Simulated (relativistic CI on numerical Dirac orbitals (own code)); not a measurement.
**Hyperfine structure of Sb XX, mass number 125**

Computed by Dirac-Coulomb-Breit CI, separate exchange-only KLI orbitals for each configuration, a model potential for QED, unscaled Slater integrals (own radial code, finite nucleus).

Configuration list (outside the closed core [Ar] 3d10): 4s²4p², 4s4p³, 4p⁴, 4s²4p4d, 4s4p²4d, 4s²4p4f, 4s4p²4f, 4p³4d, 4s4p4d², 4s²4d4f, 4p³4f, 4s²4p5s, 4s²4d², 4s4d³, 4s4d²4f, 4p²4d², 4p4d³, 4p4d²4f, 4p4d²5s, 4s²4f², 4s4d4f², 4s4f³, 4p²4f², 4p4d4f², 4p4f³, 4p4f²5s. Double excitations out of closed p, d and f shells are left out; levels of such configurations are missing from the list, as are those of other unlisted configurations, and high levels can miss mixing partners.

Nuclear spin I = 7/2, μ = 2.63 μN (tables of Stone and Pyykkö). The electronic factors are computed for point nuclear moments, without core polarisation or the Bohr-Weisskopf and QED corrections.

```
     Level   E (eV)  A (MHz)
4s²4p² ³P1   9.4399    -2513
4s4p³ ⁵S°2  50.7117    47920
4s4p³ ³D°1  59.6150   -26020
4s4p³ ³D°2  62.0064    34230
4s4p³ ³D°3  65.3206    43140
4s4p³ ³P°1  71.7633    47110
4s4p³ ³S°1  79.1312     4341
```

Levels with J = 0, under 50 % of one LS term, or S terms without an open s electron are left out. Small factors come from cancelling terms and can be off by tens of per cent or more.

At this charge energies of transitions that change n are usually good to better than 1 %, and those within a shell (Δn = 0) to a few per cent.

Q: Give the hyperfine levels of 4s²4p² ³P1 relative to its centre of gravity.

A: With K = F(F + 1) − I(I + 1) − J(J + 1), E = AK/2: F = 5/2: 11310, F = 7/2: 2513, F = 9/2: -8794 MHz.

LS names give the leading component of a level, which can be under half, so a name can repeat, a term be missing and a line seem to break the LS rules.
